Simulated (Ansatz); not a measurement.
Basis-set series for AsBH₄, SMILES `B[AsH2]`. The species carries charge 0 and has multiplicity 1. The structure was optimised at the PBE0-D4/def2-TZVP level.

| functional | basis | functions | energy (Eh) | HOMO (eV) | LUMO (eV) |
| --- | --- | --- | --- | --- | --- |
| PBE0-D4 | def2-SVP | 66 | -2262.48412 | -7.37 | -1.89 |
| PBE0-D4 | def2-QZVPP | 266 | -2262.83999 | -7.44 | -1.98 |
| ωB97M-V | def2-SVP | 66 | -2262.63700 | -9.44 | 0.14 |
| ωB97M-V | def2-QZVPP | 266 | -2262.99447 | -9.53 | -0.08 |

Problem. Give the rows for def2-TZVPP. (An estimate is asked.)

Solution. Ansatz gave: 
```csv
functional,basis,functions,energy (Eh),HOMO (eV),LUMO (eV)
PBE0-D4,def2-TZVPP,135,-2262.79004,-7.42,-1.95
ωB97M-V,def2-TZVPP,135,-2262.94568,-9.51,-0.01
```

Scalar relativity is left out up to krypton.
